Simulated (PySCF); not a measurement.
A PySCF script (with the pyscf-properties extension) for the NMR shieldings of `C=C[C@@H](CC#N)O[SiH2]C#N`, C6H8N2OSi, on a GFN2-xTB geometry:

```python
import basis_set_exchange as bse
import numpy as np
from pyscf import gto, dft
from pyscf.prop import nmr

atoms = """
C    -1.132786   -1.936980   -1.005245
C    -1.158586   -1.047524   -0.032083
C    -0.452885    0.276769   -0.096525
C    -1.442871    1.436673    0.136128
C    -0.790074    2.696029   -0.108219
N    -0.239216    3.675844   -0.314119
O     0.519802    0.326326    0.917545
Si    2.124542    0.139705    0.864190
C     2.546026   -1.525772    0.107221
N     2.773696   -2.539286   -0.376055
H    -0.616660   -1.749066   -1.932491
H    -1.625916   -2.889213   -0.916409
H    -1.659775   -1.246583    0.904939
H     0.018060    0.395526   -1.081363
H    -2.298827    1.333235   -0.535284
H    -1.787904    1.409395    1.173072
H     2.431917    0.132155    2.282436
H     2.782697    1.119084    0.000604
"""
names = dict.fromkeys(["C", "N", "O", "Si", "H"], "pcSseg-1")
basis = {el: gto.basis.parse(bse.get_basis(n, elements=[el], fmt="nwchem")) for el, n in names.items()}
mol = gto.M(atom=atoms, basis=basis, charge=0, verbose=0)
mf = dft.RKS(mol, xc="PBE0")
mf.grids.level = 2
mf.grids.alignment = dft.numint.BLKSIZE   # the property module wants whole blocks of grid points
mf.conv_tol = 1e-9
mf.kernel()

calc = nmr.RKS(mf)   # GIAO
C = mf.mo_coeff
Co = C[:, mf.mo_occ > 0]
resp = mf.gen_response(singlet=True, hermi=2)
def vind(x):   # induced exchange potential for any number of trial vectors
    d = np.einsum("pi,xij,qj->xpq", C, 2 * x.reshape(-1, C.shape[1], Co.shape[1]), Co, optimize=True)
    return np.einsum("xpq,pi,qj->xij", resp(d - d.transpose(0, 2, 1)), C, Co, optimize=True).ravel()
mo1, _ = nmr.rhf.solve_mo1(calc, with_cphf=vind)
sigma = calc.kernel(mo1)
for i, s in enumerate(sigma):   # ppm
    print("%2d %-2s %9.2f" % (i, mol.atom_pure_symbol(i), np.trace(s) / 3))
```

Question: What are the results?

Answer: 
```
 0 C      58.00
 1 C      42.24
 2 C     106.35
 3 C     159.27
 4 C      64.07
 5 N     -33.75
 6 O     283.64
 7 Si    406.83
 8 C      62.27
 9 N     -95.51
10 H      25.86
11 H      25.96
12 H      25.64
13 H      27.49
14 H      29.47
15 H      29.13
16 H      26.85
17 H      26.56
```

These numbers come from an equivalent density-fitted implementation of the same equations, which agrees with the script to about 0.01 ppm for H and up to a few tenths of a ppm for heavy atoms, so last digits may differ.

Question: Turn these shieldings into chemical shifts. Scale: TMS for $^{13}$C (σ = 186.93 ppm) and $^{29}$Si (σ = 349.16 ppm) and $^{1}$H (σ = 31.72 ppm); $^{15}$N (σ = 267.73 ppm) vs NH3; $^{17}$O (σ = 336.08 ppm) vs H2O (reference shieldings calculated alike).

Answer: Averaging equivalent atoms: C 1: 144.7; C 0: 128.9; C 8: 124.7; C 4: 122.9; C 2: 80.6; C 3: 27.7; N 9: 363.2; N 5: 301.5; O 6: 52.4; Si 7: -57.7; H 12: 6.08; H 10: 5.86; H 11: 5.75; H 17: 5.15; H 16: 4.87; H 13: 4.22; H 15: 2.58; H 14: 2.24 ppm. Experimental scales use liquid or dissolved standards, which lie at an offset from isolated NH3 (liquid NH3: subtract about 20 ppm) and H2O (liquid H2O: subtract about 36 ppm). Unscaled 15N shifts of sp2 nitrogen come out 20 to 40 ppm too high even then.

Size and cost of the density-fitted run: 217 basis functions, 80 s wall time on 1 thread of an Arm Neoverse N1, shared host; peak memory 1 GiB.
